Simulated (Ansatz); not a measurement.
Reaction (ligand exchange at a B–N bond): `BNC(=N)F` + `[OH][GeH3]` → `B[O][GeH3]` + `N=C(N)F`

Calculated with Ansatz (gas phase, PBE0-D4/def2-TZVP geometries, no zero-point term in ΔE). CBS: MP2 limit from def2 TZ/QZ plus the TZ coupled-cluster correction, frozen cores. DFT in def2-TZVPP. For Ge outer-core shells are correlated without core-valence functions, which leaves a few kJ/mol of doubt a bond. Scalar relativity is left out up to krypton. One conformer a species, not always the lowest.

```tsv
species	PBE-QIDH energy (Eh)
`BNC(=N)F`	-274.50072
`[OH][GeH3]`	-2153.99389
`B[O][GeH3]`	-2179.43814
`N=C(N)F`	-249.06550
```

Q: Work out ΔE.

A: ΔE = (-2179.43814) + (-249.06550) − (-274.50072) − (-2153.99389) = -0.00903 Eh = -5.7 kcal/mol. CCSD(T)/CBS gives -5.1 kcal/mol.

Largest T1 diagnostic among the species: 0.014.

At CCSD(T), def2-SVP lies −1.5 kcal/mol from the extrapolated value and def2-TZVPP −0.4 kcal/mol. Leaving LDA and LC-ωPBE aside and taking each functional with its dispersion term where it has one, the values, not all of them listed here, spread over 1.5 kcal/mol, from BHLYP-D4 to revPBE-D4. In def2-TZVPP, CCSD(T) changes the Hartree–Fock value by +1.7 kcal/mol (the triples alone add +0.2 kcal/mol) and MP2 by +1.5 kcal/mol.
